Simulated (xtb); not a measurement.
xtb input (GFN1-xTB):

```bash
xtb mol.xyz --gfn 1 --opt tight --chrg 0 --uhf 0
```
mol.xyz:
```
13

C     -2.29442262    -0.25118923    -0.06811661
C     -0.88478297     0.32187421    -0.17788405
C      0.18262404    -0.67248626     0.25615442
C      1.59628308    -0.16680473     0.17106325
O      1.91635823     0.93122581    -0.20432106
H     -2.41174289    -1.13901065    -0.69443671
H     -3.04163400     0.47833697    -0.38406558
H     -2.52644178    -0.53997002     0.96000817
H     -0.79692319     1.22553665     0.42908523
H     -0.68363692     0.63387378    -1.20498355
H      0.02375879    -1.00434280     1.29108168
H      0.13676513    -1.59454366    -0.33894931
H      2.37077985    -0.89805065     0.48952652
```

End of the output:

```
   6 C    6 C           2     1.5282653     1.5308474     1.5256832
   6 C    8 O           1     1.1979635     1.1979635     1.1979635

optimized geometry written to: xtbopt.xyz

           -------------------------------------------------
          | TOTAL ENERGY              -17.456569601222 Eh   |
          | GRADIENT NORM               0.000049787421 Eh/α |
          | HOMO-LUMO GAP               4.306101156049 eV   |
           -------------------------------------------------

------------------------------------------------------------------------
------------------------------------------------------------------------
 total:
 SCF:
 ANC optimizer:
```
